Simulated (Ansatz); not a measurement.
Single points on [InFH3]- (InH3F⁻).

```yaml
crystal:
  periodic: [false, false, false]
  atoms:
    - {symbol: In, position_ang: [-0.000814, 0.001389, -0.143676]}
    - {symbol: F, position_ang: [0.011016, -0.018520, 1.926217]}
    - {symbol: H, position_ang: [1.718124, 0.010822, -0.603943]}
    - {symbol: H, position_ang: [-0.868514, 1.493987, -0.574918]}
    - {symbol: H, position_ang: [-0.859812, -1.487667, -0.603669]}
basis:
  gaussian: {orbitals: def2-TZVPD, initial_orbitals: start.molden}
total_charge: -1
correlation: {method: mp2}
scf: {omitted_lower_state_checks: [starts]}
output: {orbitals: {seedname: orbitals}}
```

The file start.molden holds the orbitals of an earlier run on this structure, at another level or in another basis.

```sh
$ ansatz run in.yaml --threads 4 --pin off --events-out ev --progress --plain --max-ram 3916MiB
```

Output, abridged:

```
Functional definition: HF
999 factors; integrals over basis functions are off by at most 8.9e-4 eV
mean field evaluation 1: about -7903.6340 eV, gradient 1.8e1 eV
mean field evaluation 2: about -7904.2003 eV, gradient 6.9e-1 eV
mean field evaluation 4: about -7904.2311 eV, gradient 5.8e-3 eV
mean field evaluation 8: about -7904.2311 eV, gradient 2.2e-6 eV
mean field -7904.23113351 eV, -290.4751364763 hartree, gradient 3.8e-6 eV, S^2 0.000000; 0 other end points of the search recorded, 0 dependent functions left out
5 core orbitals not correlated: weight in the atoms' cores, before any rotation towards them, 1.000 or more for the frozen orbitals, at most 0.000 for the correlated occupied ones
reference -7904.23113351 eV, -290.4751364763 hartree; 12, 12 occupied and 106, 106 virtual orbitals, 999 factors
second order -15.72023752 eV of doubles, -0.00000000 eV of singles
Total energy: -7919.95137103 eV, -291.0528445497 hartree
Checks for a lower state left out: starts
```

Run time 0.7 s (4 threads of Arm Neoverse V2 on a shared host).

As the first input, with `hamiltonian: {xc: {name: BHLYP}, dispersion: d4}` and without the key `correlation` (abridged; 0.95 s):

```
Functional definition: BHLYP
mean field -7939.30014509 eV, -291.7638988810 hartree, gradient 1.2e-5 eV, S^2 0.000000
Total energy: -7939.40787225 eV, -291.7678577813 hartree
Checks for a lower state left out: starts
```

First input, but with `hamiltonian: {xc: r2scan, dispersion: d4}` and without the key `correlation` (abridged; 1.2 s):

```
Functional definition: r2SCAN
mean field -7943.35056866 eV, -291.9127492018 hartree, gradient 7.0e-5 eV, S^2 0.000000
Total energy: -7943.36976409 eV, -291.9134546208 hartree
Checks for a lower state left out: starts
```

As the first input, with `hamiltonian: {xc: {name: wB97M-V}}` and without the key `correlation` (abridged; 2.2 s):

```
Functional definition: wB97M-V
mean field -7940.18575932 eV, -291.7964446038 hartree, gradient 8.1e-5 eV, S^2 0.000000
Total energy: -7940.18582847 eV, -291.7964471451 hartree
Checks for a lower state left out: starts
```

The first input with `gaussian: {orbitals: def2-SVPD, initial_orbitals: start.molden}`, `hamiltonian: {xc: pbe, dispersion: d4}` and without the key `correlation` (abridged; 0.45 s):

```
Functional definition: PBE
mean field -7936.37411163 eV, -291.6563691347 hartree, gradient 1.4e-5 eV, S^2 0.000000
Total energy: -7936.45673760 eV, -291.6594055832 hartree
Checks for a lower state left out: starts
```

First input, but with `hamiltonian: {xc: {name: LC-wPBE, parameters: {omega: 0.15/bohr}}}` and without the key `correlation` (abridged; 0.75 s):

```
Functional definition: LC-wPBE
mean field -7940.73020689 eV, -291.8164526829 hartree, gradient 1.7e-5 eV, S^2 0.000000
Total energy: -7940.73020694 eV, -291.8164526850 hartree
Checks for a lower state left out: starts
```

Geometry: B3LYP-D4/def2-TZVPD.

In the def2 sets In takes a core potential; there is no spin–orbit coupling. Correlated methods freeze 5 core orbitals; core or outer-core shells of In are correlated, in sets that lack core-valence functions.
